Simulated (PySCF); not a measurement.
## Distorted geometries of Pb(CH3)2

Pb(CH3)2 (singlet). PySCF 2.14.0, RKS r2SCAN, Pb def2-SVP with ECP60, C def2-SVP, H def2-SVP; non-relativistic Hamiltonian with scalar-relativistic core potentials where named; density fitting; no spin-orbit coupling. Relaxed geometry:

```xyz
9

Pb    0.0000    0.0000   -0.7917
C     1.6413    0.0000    0.8386
H     2.6601    0.0000    0.4232
H     1.5088    0.8889    1.4793
H     1.5088   -0.8889    1.4793
C    -1.6413    0.0000    0.8386
H    -2.6601    0.0000    0.4232
H    -1.5088   -0.8889    1.4793
H    -1.5088    0.8889    1.4793
```

Q: Order these distorted geometries by energy above the relaxed one, lowest first.
A.
```xyz
9

Pb   -0.0001    0.0163   -0.6848
C     1.6328    0.0019    0.8332
H     2.6304   -0.0348    0.4872
H     1.5594    0.8640    1.4675
H     1.3996   -0.9596    1.3845
C    -1.6695    0.0316    0.8444
H    -2.6299    0.0261    0.2870
H    -1.4372   -0.8624    1.5194
H    -1.4856    0.9171    1.5104
```
B.
```xyz
9

Pb   -0.0290    0.1158   -0.7081
C     1.7648   -0.2685    0.8409
H     2.7403    0.0232    0.4724
H     1.5103    0.9499    1.5519
H     1.5308   -0.7071    1.4373
C    -1.7342   -0.1759    0.8312
H    -2.7734   -0.1565    0.3474
H    -1.3626   -0.7683    1.3439
H    -1.6472    0.9873    1.5318
```
C.
```xyz
9

Pb    0.1960   -0.0660   -0.7385
C     1.5309    0.1704    0.7687
H     2.6743   -0.0318    0.3918
H     1.4715    0.7101    1.5544
H     1.5911   -0.7656    1.6088
C    -1.7295   -0.0227    0.8779
H    -2.6784    0.0189    0.3445
H    -1.4391   -0.9384    1.4571
H    -1.6168    0.9251    1.3840
```

A: A (0.30 eV), C (2.20 eV), B (7.23 eV).

Q: Which forces (eV/Å) act in the one that lies 0.30 eV up?

A: 
```
Pb  -0.12  0.07 -1.48
C   -1.03 -1.38  0.77
H    1.48 -0.21 -0.81
H   -0.29  0.61  0.97
H    0.33  0.90 -0.02
C    0.75 -0.30  1.13
H    0.19 -0.09  0.74
H   -0.78  0.72 -0.82
H   -0.54 -0.32 -0.49
```
Forces carry noise of the integration grid, about 0.01 to 0.03 eV/Å.

No frequency check is given that shows the relaxed geometry to be a minimum.
